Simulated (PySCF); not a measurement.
A species of formula C8H7F3O has this rotational fingerprint, computed with PBE0-D3(BJ)/def2-SVP geometry optimisation, gas phase (PySCF):

| Property | Result |
| --- | --- |
| Rotational constants | A = 1684, B = 583.7, C = 555.9 MHz |
| Dipole components | \|μa\| = 3.20 D, \|μb\| = 1.48 D, \|μc\| = 2.08 D |
| Inertial defect | -256.75 u·Å² |
| κ | -0.95 |

Question: Which candidate fits, each taken in the one conformer that was computed?
A. `[F:1][C:2]([F:3])([F:4])[CH2:5][O:6][c:7]1[cH:8][cH:9][cH:10][cH:11][cH:12]1` with C2–C5–O6–C7 96°, C5–O6–C7–C8 166°
B. `[CH2:1]=[C:2]([c:3]1[cH:4][c:5]1=[O:6])[C@H:7]([CH3:8])[C:9]([F:10])([F:11])[F:12]` with C1–C2–C3–C4 -174°, C1–C2–C7–C8 -121°
C. `[CH3:1][c:2]1[cH:3][cH:4][c:5]([O:6][C:7]([F:8])([F:9])[F:10])[cH:11][cH:12]1` with C4–C5–O6–C7 168°

Answer: B. It is C=C(c1cc1=O)[C@H](C)C(F)(F)F, a near-prolate asymmetric top, point group C1. The candidates at the same level (rigid rotor, commonest isotopes):

```csv
SMILES,A (MHz),B (MHz),C (MHz),μa (D),μb (D),μc (D),Δ (u·Å²),point group,rotor
Cc1ccc(OC(F)(F)F)cc1,2732,476.5,437.9,2.50,0.21,0.00,-91.56,C1,near-prolate asymmetric top
FC(F)(F)COc1ccccc1,2404,496.5,453.0,0.84,0.20,1.57,-112.42,C1,near-prolate asymmetric top
C=C(c1cc1=O)[C@H](C)C(F)(F)F,1684,583.7,555.9,3.20,1.48,2.08,-256.75,C1,near-prolate asymmetric top
```

`FC(F)(F)COc1ccccc1` has A 43 % too high; `Cc1ccc(OC(F)(F)F)cc1` has A 62 % too high. No structure here is proved a minimum.
